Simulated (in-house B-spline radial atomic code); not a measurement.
Configurations of Pm+, with energies counted from [Xe] 4f5 6s1. Method: Dirac-Hartree-Fock, average of configuration, Fermi nucleus of rms radius 4.962 fm. Calculated with a B-spline radial code for spherical atoms. Energies include first-order Breit, QED and recoil terms.

Occupations are held fixed; configurations that lie above the ionisation limit could autoionise.

```json
{"configuration": "[Xe] 4f5 10g1", "E - E(ref) (eV)": "9.575", "highest orbital": "10g7/2", "its <r> (bohr)": "69.99"}
{"configuration": "[Xe] 4f4 6s1 6g1", "E - E(ref) (eV)": "10.147", "highest orbital": "6g7/2", "its <r> (bohr)": "21.93"}
{"configuration": "[Xe] 4f4 6s1 10d1", "E - E(ref) (eV)": "10.695", "highest orbital": "10d5/2", "its <r> (bohr)": "40.93"}
{"configuration": "[Kr] 4d10 4f5 5s2 5p5 5d1 6s1", "E - E(ref) (eV)": "21.879", "highest orbital": "6s1/2", "its <r> (bohr)": "4.052"}
{"configuration": "[Kr] 4d9 4f5 5s2 5p6 6s1 9p1", "E - E(ref) (eV)": "137.55", "highest orbital": "9p3/2", "its <r> (bohr)": "23.88"}
{"configuration": "[Kr] 4d9 4f5 5s2 5p6 6s1 6g1", "E - E(ref) (eV)": "137.73", "highest orbital": "6g7/2", "its <r> (bohr)": "21.93"}
{"configuration": "[Kr] 4d9 4f5 5s2 5p6 6s1 10p1", "E - E(ref) (eV)": "138.02", "highest orbital": "10p3/2", "its <r> (bohr)": "33.19"}
{"configuration": "[Kr] 4d9 4f5 5s2 5p6 6s1 10g1", "E - E(ref) (eV)": "138.7", "highest orbital": "10g7/2", "its <r> (bohr)": "69.86"}
```

Task: Order these further configurations by energy, lowest first.
A. [Xe] 4f4 6s2
B. [Kr] 4d10 4f5 5s2 5p5 6s1 10g1
C. [Xe] 4f5 5d1
D. [Xe] 4f4 6s1 10p1
E. [Xe] 4f6

Result: A (0.48498 eV), C (1.3609 eV), E (6.5572 eV), D (10.44 eV), B (32.491 eV).

Task: How far above the reference does [Xe] 4f4 6s1 8d1 lie?

Result: 9.8576 eV; its least bound orbital is 8d5/2 with <r> = 21.35 bohr.

Task: How far above the reference does [Kr] 4d10 4f5 5s2 5p5 6s2 lie?

Result: 22 eV; its least bound orbital is 6s1/2 with <r> = 3.905 bohr.

Task: How far above the reference does [Xe] 4f4 6s1 9d1 lie?

Result: 10.373 eV; its least bound orbital is 9d5/2 with <r> = 30.39 bohr.
